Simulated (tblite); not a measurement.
Record of a relaxation.

Compound: C₆H₁₁AlFN.
SMILES with atom numbers: `[CH:1]#[C:2][C@@:3]1([AlH2-:4][NH3+:5])[CH2:6][CH2:7][C@@H:8]1[F:9]` (hydrogens: H10 on C1; H11, H12 on Al4; H13, H14, H15 on N5; H16, H17 on C6; H18, H19 on C7; H20 on C8)
Bond orders are those of one Lewis drawing.

Computed with GFN2-xTB (tblite), gas phase: L-BFGS steps from a force-field or distance-geometry start until the largest atomic force falls under 0.01 eV/Å. 4 of its 220 geometries are shown.

Step 0: E = -736.9192 eV, largest atomic force 2.643 eV/Å
```
atom  x, y, z in Å  |  force x, y, z in eV/Å
C1     -2.182    2.118   -1.307   -1.077   1.057  -0.563
C2     -1.422    1.307   -0.884    1.855  -1.654   0.900
C3     -0.463    0.298   -0.344   -0.855   1.274  -0.676
Al4     1.356    1.137   -0.096   -0.688   1.811  -1.444
N5      2.455   -0.031    0.970    0.722  -0.703   0.801
C6     -1.031   -0.417    0.885   -0.500  -0.035   1.220
C7     -1.089   -1.720    0.102   -0.234  -0.819   0.453
C8     -0.535   -1.013   -1.124   -0.784  -0.194  -0.338
F9      0.704   -1.523   -1.489   -0.056   0.203  -0.214
H10    -2.874    2.838   -1.680    0.393  -0.390   0.199
H11     1.196    2.529    0.659    0.197  -0.488   0.255
H12     2.033    1.356   -1.511    0.204  -0.325   0.328
H13     2.321    0.183    1.987    0.248  -0.319  -0.846
H14     2.203   -1.027    0.785    0.330   0.657   0.171
H15     3.457    0.120    0.714   -0.847  -0.241   0.296
H16    -2.039   -0.070    1.217    0.879  -0.120   0.008
H17    -0.309   -0.474    1.739   -0.711   0.268  -0.252
H18    -0.399   -2.499    0.510   -0.778   0.296  -0.435
H19    -2.132   -2.079   -0.032    0.846  -0.173   0.109
H20    -1.255   -1.022   -1.972    0.855  -0.105   0.026
```

Step 73: E = -737.5230 eV, largest atomic force 0.064 eV/Å
```
atom  x, y, z in Å  |  force x, y, z in eV/Å
C1     -2.213    2.117   -1.382   -0.006  -0.021   0.016
C2     -1.460    1.350   -0.848   -0.021  -0.006  -0.009
C3     -0.599    0.391   -0.209    0.055  -0.019  -0.027
Al4     1.280    1.216   -0.178   -0.022   0.006   0.019
N5      2.490   -0.148    0.776    0.020  -0.025  -0.004
C6     -1.276   -0.378    0.964    0.002  -0.022  -0.003
C7     -1.052   -1.699    0.214    0.012  -0.006  -0.035
C8     -0.489   -0.933   -0.982    0.005  -0.011  -0.014
F9      0.853   -1.244   -1.262   -0.047  -0.002   0.043
H10    -2.854    2.809   -1.839    0.003   0.045  -0.020
H11     1.498    2.329    0.885   -0.001   0.006   0.021
H12     1.980    1.339   -1.558   -0.007  -0.011  -0.001
H13     2.322   -0.213    1.779    0.016  -0.007  -0.058
H14     2.482   -1.084    0.374    0.002   0.039   0.017
H15     3.421    0.241    0.639   -0.034  -0.017   0.022
H16    -2.325   -0.121    1.099    0.004  -0.015   0.007
H17    -0.765   -0.300    1.925   -0.015   0.016  -0.005
H18    -0.326   -2.366    0.678    0.004   0.037  -0.033
H19    -1.953   -2.267   -0.015    0.017   0.028   0.041
H20    -1.020   -1.028   -1.931    0.013  -0.018   0.022
```

Step 146: E = -737.5857 eV, largest atomic force 0.042 eV/Å
```
atom  x, y, z in Å  |  force x, y, z in eV/Å
C1     -1.950    2.061   -1.731    0.025  -0.030   0.011
C2     -1.327    1.282   -1.061   -0.011   0.007   0.002
C3     -0.564    0.333   -0.291    0.007   0.000   0.003
Al4     1.148    1.350    0.195   -0.019  -0.013   0.016
N5      2.502   -0.169    0.377   -0.005  -0.009   0.005
C6     -1.272   -0.241    0.971   -0.013   0.004   0.000
C7     -0.961   -1.659    0.474   -0.005   0.008   0.012
C8     -0.559   -1.086   -0.880    0.001   0.004  -0.002
F9      0.684   -1.529   -1.339    0.002  -0.029   0.004
H10    -2.478    2.754   -2.316   -0.011   0.005   0.018
H11     1.131    1.782    1.700    0.016  -0.013   0.000
H12     1.800    2.250   -0.885    0.005   0.007  -0.007
H13     2.162   -0.810    1.094    0.032   0.005  -0.027
H14     2.554   -0.690   -0.499   -0.003   0.015   0.013
H15     3.442    0.121    0.636   -0.005   0.019  -0.003
H16    -2.339   -0.028    1.013   -0.009   0.015  -0.016
H17    -0.817    0.041    1.924    0.004   0.009  -0.005
H18    -0.113   -2.119    0.981   -0.010   0.002   0.015
H19    -1.790   -2.364    0.465   -0.007   0.003  -0.013
H20    -1.260   -1.268   -1.698    0.006  -0.009  -0.025
```

Step 219: E = -737.6318 eV, largest atomic force 0.009 eV/Å
```
atom  x, y, z in Å  |  force x, y, z in eV/Å
C1     -1.649    1.950   -1.936    0.000  -0.003   0.004
C2     -1.180    1.189   -1.134   -0.005   0.006  -0.004
C3     -0.601    0.273   -0.188    0.003   0.004   0.003
Al4     1.100    1.126    0.577    0.002  -0.002   0.001
N5      2.680    0.056   -0.138   -0.004  -0.006   0.004
C6     -1.532   -0.159    0.982    0.000  -0.001   0.003
C7     -1.155   -1.617    0.700   -0.002   0.001   0.000
C8     -0.584   -1.193   -0.646    0.002   0.001  -0.002
F9      0.685   -1.710   -0.930    0.003  -0.004  -0.001
H10    -2.058    2.626   -2.626    0.000   0.000  -0.003
H11     1.276    0.859    2.108    0.000  -0.001  -0.001
H12     1.510    2.489   -0.060    0.000   0.000   0.001
H13     2.647   -0.923    0.146    0.002   0.006  -0.005
H14     2.633    0.069   -1.157   -0.003  -0.003   0.001
H15     3.577    0.445    0.143    0.002   0.002   0.001
H16    -2.584    0.056    0.802    0.006   0.001   0.001
H17    -1.247    0.219    1.968   -0.004   0.003   0.000
H18    -0.363   -1.969    1.361   -0.003   0.001  -0.003
H19    -1.964   -2.345    0.676    0.001  -0.005   0.001
H20    -1.198   -1.431   -1.519    0.000  -0.002  -0.001
```

**Question.** Summarise the path.

**Answer.** The energy falls by 68.75 kJ/mol from step 0 to step 219; nine tenths of that is first reached at step 126. It falls at every step. The largest force goes from 2.643 to 0.009 eV/Å. Among the bonds Al4–N5 changes most, from 1.926 to 2.038 Å; the atoms move by 1.186 Å rms after alignment.

**Question.** Follow the three bonds and two angles with the largest change from start to end.

**Answer.** 
```csv
step,E above end (kJ/mol),largest force (eV/Å),Al4–N5 (Å),C2–C3 (Å),C3–Al4 (Å),N5–Al4–H12 (°),H11–Al4–H12 (°)
0,68.75,2.643,1.926,1.493,2.018,109.5,110.2
10,20.06,0.148,2.092,1.441,2.041,101.7,120.7
19,16.87,0.101,2.044,1.440,2.050,99.5,118.8
29,13.78,0.095,2.040,1.438,2.051,98.6,119.3
38,12.48,0.058,2.058,1.437,2.046,101.7,119.2
48,11.81,0.045,2.060,1.439,2.054,101.7,120.0
57,11.26,0.080,2.055,1.441,2.052,101.4,119.4
67,10.76,0.054,2.058,1.441,2.051,101.7,119.2
76,10.18,0.089,2.059,1.439,2.052,101.3,119.5
86,9.66,0.029,2.065,1.439,2.053,100.4,120.3
95,9.35,0.070,2.061,1.438,2.048,99.7,121.5
105,8.79,0.221,2.055,1.439,2.046,97.3,122.8
114,8.29,0.136,2.056,1.440,2.050,96.6,120.6
124,7.21,0.107,2.045,1.441,2.046,97.6,119.5
133,5.97,0.097,2.041,1.438,2.039,99.8,121.9
143,4.56,0.082,2.040,1.440,2.047,101.9,121.3
152,4.08,0.083,2.051,1.442,2.051,102.3,121.1
162,2.35,0.111,2.030,1.442,2.053,101.8,120.5
171,1.67,0.088,2.039,1.439,2.051,100.7,121.2
181,0.42,0.071,2.036,1.440,2.055,96.2,121.5
190,0.30,0.016,2.040,1.439,2.051,96.1,121.1
200,0.19,0.027,2.039,1.439,2.051,96.5,121.1
209,0.08,0.063,2.037,1.438,2.051,96.7,121.1
219,0.00,0.009,2.038,1.439,2.051,96.4,121.3
```

What follows is the cost of the whole relaxation. Hardware: one thread, Arm Neoverse N1 (aarch64) (shared host). Cost: 3.0 s of wall time.
